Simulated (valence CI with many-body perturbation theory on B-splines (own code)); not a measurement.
**As¹²⁺: key properties**

Calculated by valence CI with perturbative core correlation (CI+MBPT): three valence electrons over a frozen Dirac-Fock core [Ar], a basis of 7 s, 7 p, 8 d, 6 f, 4 g, 1 h functions for each j, with the one-electron correlation potential Σ1, the two-electron term Σ2, the three-electron term Σ3, Breit, model QED; selected CI, second order for the rest, scaled by the run's own slope (own B-spline code, finite nucleus).

No measured spectrum was set against this ion. As an estimate, terms of the open shell hold to 2 to 4 % of their energy, and close levels can change places. The list stops below the first excitations out of the core. Only levels of the ground parity were solved; by the run's estimate the other parity begins above the list, which can be wrong where configurations are misplaced.

Rates and lifetimes use the calculated energies. Strong lines usually hold to 10 to 20 %, long lifetimes can be off by a factor of two.

**Question.** What is the ground level?

**Answer.** 3d3 4F_3/2, composition 98 % 3d3 4F + 2 % 3d3 2D, g = 0.405.

**Question.** How well does LS coupling describe the low levels?

**Answer.** Among the lowest 19 levels the leading LS term, summed over configurations, holds 91 % on average. For single configurations the figures are 91 % in LS and 67 % in jj coupling. Terms mix most in the J = 3/2 level at 6.206 eV, where the leading one holds 55 %.

**Question.** How is the term 4F of the ground level split?

**Answer.** J = 3/2 at 0.000, J = 5/2 at 0.398, J = 7/2 at 0.877, J = 9/2 at 1.395 eV.

**Question.** What is the ionisation energy?

**Answer.** 375.24 eV; NIST lists 375 ± 3 eV (theoretical).
